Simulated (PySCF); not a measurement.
This PySCF input asks for the NMR shieldings of `InChI=1S/C8H8BN/c1-3-7-10-8-4-2-6-9(10)5-1/h1-8H`; the geometry comes from GFN2-xTB.

```python
import basis_set_exchange as bse
import numpy as np
from pyscf import gto, dft
from pyscf.prop import nmr

atoms = """
C     2.341431    1.076217   -0.064990
C     1.126466    1.640139    0.167023
B    -0.118737    0.767058    0.148826
C    -1.563021    1.184254    0.379360
C    -2.546506    0.247665    0.319652
C    -2.231209   -1.105365    0.045469
C    -0.952321   -1.505611   -0.163829
N     0.098282   -0.639772   -0.123897
C     1.355635   -1.114377   -0.344885
C     2.449042   -0.312207   -0.321923
H     3.253365    1.660120   -0.061560
H     1.087958    2.704658    0.358882
H    -1.846602    2.206907    0.592165
H    -3.587597    0.500475    0.476830
H    -3.022928   -1.837883    0.000897
H    -0.719774   -2.543586   -0.372677
H     1.447167   -2.176258   -0.542573
H     3.420589   -0.746117   -0.504426
"""
names = dict.fromkeys(["C", "B", "N", "H"], "pcSseg-1")
basis = {el: gto.basis.parse(bse.get_basis(n, elements=[el], fmt="nwchem")) for el, n in names.items()}
mol = gto.M(atom=atoms, basis=basis, charge=0, verbose=0)
mf = dft.RKS(mol, xc="PBE0")
mf.grids.level = 2
mf.grids.alignment = dft.numint.BLKSIZE   # the property module wants whole blocks of grid points
mf.conv_tol = 1e-9
mf.kernel()

calc = nmr.RKS(mf)   # GIAO
C = mf.mo_coeff
Co = C[:, mf.mo_occ > 0]
resp = mf.gen_response(singlet=True, hermi=2)
def vind(x):   # induced exchange potential for any number of trial vectors
    d = np.einsum("pi,xij,qj->xpq", C, 2 * x.reshape(-1, C.shape[1], Co.shape[1]), Co, optimize=True)
    return np.einsum("xpq,pi,qj->xij", resp(d - d.transpose(0, 2, 1)), C, Co, optimize=True).ravel()
mo1, _ = nmr.rhf.solve_mo1(calc, with_cphf=vind)
sigma = calc.kernel(mo1)
for i, s in enumerate(sigma):   # ppm
    w = np.linalg.eigvalsh((s + s.T) / 2)
    print("%2d %-2s iso %8.1f  s11 %8.1f  s22 %8.1f  s33 %8.1f" % (i, mol.atom_pure_symbol(i), w.mean(), *w))
```

Problem. What does it print?

Solution. 
```
 0 C  iso     42.5  s11    -77.4  s22     30.7  s33    174.2
 1 C  iso     44.6  s11    -81.7  s22     31.1  s33    184.5
 2 B  iso     77.3  s11     29.5  s22     66.1  s33    136.2
 3 C  iso     44.6  s11    -81.7  s22     31.1  s33    184.5
 4 C  iso     42.5  s11    -77.4  s22     30.7  s33    174.2
 5 C  iso     65.3  s11    -40.2  s22     67.3  s33    168.8
 6 C  iso     49.0  s11    -38.8  s22     57.0  s33    128.8
 7 N  iso     48.4  s11    -89.5  s22    -23.6  s33    258.4
 8 C  iso     49.0  s11    -38.8  s22     57.0  s33    128.8
 9 C  iso     65.3  s11    -40.3  s22     67.4  s33    168.8
10 H  iso     23.6  s11     20.0  s22     23.8  s33     27.1
11 H  iso     23.7  s11     21.2  s22     21.7  s33     28.1
12 H  iso     23.7  s11     21.2  s22     21.7  s33     28.1
13 H  iso     23.6  s11     20.0  s22     23.8  s33     27.1
14 H  iso     24.6  s11     20.8  s22     25.4  s33     27.5
15 H  iso     23.6  s11     18.4  s22     24.6  s33     27.9
16 H  iso     23.6  s11     18.4  s22     24.6  s33     27.9
17 H  iso     24.6  s11     20.8  s22     25.4  s33     27.5
```

These numbers come from an equivalent density-fitted implementation of the same equations, which agrees with the script to about 0.01 ppm for H and up to a few tenths of a ppm for heavy atoms, so last digits may differ.

Size and cost of the density-fitted run: 210 basis functions, 40 s wall time on 1 thread of an Arm Neoverse V1, shared host.
